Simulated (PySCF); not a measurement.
Be(F)(SH) (BeFHS), SMILES [F][Be][SH].

The structure is a stationary point at r2SCAN-D4/def2-TZVP. Other conformers were not sampled.

All values below come from TDDFT-B3LYP/def2-TZVPD run with PySCF.

Vertical excitations. Isolated molecule, no solvent. State labels are in the subgroup Cs.

Computed UV-visible absorptions:
| state | symmetry | energy (eV) | λ (nm) | f | main pairs |
|---|---|---|---|---|---|
| S1 | A" | 5.62 | 221 | 0.047 | HOMO→LUMO 92 % |
| S2 | A" | 5.93 | 209 | 0.020 | HOMO→LUMO+1 92 % |
| S3 | A" | 6.81 | 182 | 0.002 | HOMO→LUMO+3 85 % |
| S4 | A' | 7.00 | 177 | 0.039 | HOMO→LUMO+2 83 % |
| S5 | A' | 7.37 | 168 | 0.081 | HOMO−1→LUMO 84 % |
| S6 | A" | 7.46 | 166 | 0.022 | HOMO→LUMO+4 79 % |
| S7 | A" | 7.72 | 161 | 0.003 | HOMO→LUMO+5 86 % |
| S8 | A' | 7.94 | 156 | 0.006 | HOMO→LUMO+6 74 %, HOMO−1→LUMO+1 13 % |
| S9 | A' | 8.07 | 154 | 0.179 | HOMO−1→LUMO+1 62 %, HOMO→LUMO+6 21 % |
| S10 | A" | 8.37 | 148 | 0.001 | HOMO−1→LUMO+2 47 %, HOMO→LUMO+7 45 % |
| T1 | A" | 5.26 | 236 | 0 | HOMO→LUMO 84 % |
| T2 | A" | 5.69 | 218 | 0 | HOMO→LUMO+1 81 %, HOMO→LUMO 13 % |
| T3 | A' | 6.18 | 201 | 0 | HOMO→LUMO+2 90 % |
| T4 | A" | 6.50 | 191 | 0 | HOMO→LUMO+3 68 %, HOMO→LUMO+4 11 % |
Triplets are in the Tamm–Dancoff approximation, which puts them higher than full response would, so one can lie above its singlet here.
